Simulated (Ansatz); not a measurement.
Mulliken charges of CH$_{6}$BNO, SMILES `CNBO` from r2SCAN/def2-TZVPP in Ansatz (PBE0-D4/def2-TZVP geometry).

```tsv
atom	x (Å)	y (Å)	z (Å)	charge (e)
C1	-1.341	0.546	-0.278	-0.024
N2	-0.059	-0.065	-0.513	-0.231
B3	0.917	-0.331	0.448	0.168
O4	2.091	-0.922	0.049	-0.353
H5	-2.168	-0.116	-0.557	0.052
H6	-1.440	0.772	0.784	0.048
H7	-1.458	1.483	-0.832	0.052
H8	0.129	-0.315	-1.472	0.142
H9	0.717	-0.042	1.598	-0.068
H10	2.695	-1.063	0.778	0.213
```

Question: By hand: the dipole of these point charges (1 e Å = 4.8032 D).

Answer: Σ q r = (-0.252, 0.112, -0.003) e Å, of length 0.276 e Å = 1.33 D.

Question: How does the dipole of the full density compare? (Estimate.)

Answer: The calculation gave: (-0.098, 0.048, 0.026) e Å, 0.54 D; the point charges give 2.46 times that, at 14° from its direction.

Point charges leave out the atoms' own dipoles, such as those of lone pairs, and Mulliken's split depends on the basis, so the two needn't agree.
